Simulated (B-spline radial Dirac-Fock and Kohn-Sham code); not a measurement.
**Subshell cross sections of Eu²⁺, photon energy 300 eV**

System: Eu²⁺, [Xe] 4f7.

The computed values come from a B-spline atomic structure program: independent-particle photoionisation in a Dirac-Hartree-Slater potential with a Latter tail, all multipoles, thresholds from Dirac-Fock ΔSCF. The asymmetry parameter β is from the dipole term alone. Kinetic energies are from the vacuum level. Open shells are spread statistically over j, without multiplet splitting.

| subshell | electrons | binding (eV) | kinetic (eV) | σ (kb) | β |
| --- | --- | --- | --- | --- | --- |
| 4p3/2 | 4 | 287.0 | 13.00 | 312 | -0.80 |
| 4d3/2 | 4 | 163.5 | 136.5 | 254 | -0.55 |
| 4d5/2 | 6 | 158.3 | 141.7 | 419 | -0.33 |
| 4f5/2 | 3 | 20.41 | 279.6 | 667 | 0.71 |
| 4f7/2 | 4 | 19.78 | 280.2 | 870 | 0.72 |
| 5s | 2 | 66.82 | 233.2 | 40.5 | 1.92 |
| 5p1/2 | 2 | 44.56 | 255.4 | 25.1 | 0.87 |
| 5p3/2 | 4 | 40.70 | 259.3 | 66.7 | 0.92 |

Branching ratios of the spin-orbit partners (statistical value in brackets): 4d 1.65 (1.50), 4f 1.30 (1.33), 5p 2.66 (2.00).
